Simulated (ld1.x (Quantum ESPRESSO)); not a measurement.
An all-electron radial function and its pseudo partner (carbon)

Columns: radius, all-electron u(r) and pseudo u(r) of the 2p shell (level -5.29 eV) of carbon in the configuration [He] 2s2 2p2; PBE, non-relativistic, RRKJ scheme, ld1.x (Quantum ESPRESSO) 7.5.

```tsv
r (bohr)	all-electron	pseudo
0.152	0.0948	0.0237
0.305	0.2598	0.0922
0.458	0.4135	0.1962
0.610	0.5327	0.3212
0.762	0.6186	0.4520
0.915	0.6738	0.5741
1.068	0.7019	0.6736
1.220	0.7088	0.7416
1.372	0.7001	0.7755
1.525	0.6802	0.7768
1.678	0.6527	0.7508
1.830	0.6207	0.7060
1.982	0.5860	0.6510
2.135	0.5498	0.5930
2.288	0.5135	0.5382
2.440	0.4781	0.4897
2.592	0.4439	0.4480
2.745	0.4109	0.4118
2.898	0.3797	0.3798
3.050	0.3505	0.3505
3.202	0.3231	0.3231
3.355	0.2974	0.2974
3.508	0.2735	0.2735
3.660	0.2514	0.2514
3.812	0.2310	0.2310
3.965	0.2119	0.2119
```

(1) How many radial nodes do the two functions have?

(2) At about which radius was the pseudo-wave matched?

(3) Where does each function peak?

(4) Is the pseudo-wave norm-conserving?

Answers

(1) The all-electron 2p function has n − l − 1 = 0; the pseudo-wave has 0.

(2) 3.05 bohr, where the columns begin to agree (steps of 0.15 bohr).

(3) Outermost all-electron maximum near 1.22 bohr, pseudo maximum near 1.52 bohr (to the table’s step).

(4) Yes: the RRKJ scheme keeps the norm inside the radius equal to the all-electron one, which fixes the energy derivative of the logarithmic derivative at the level.
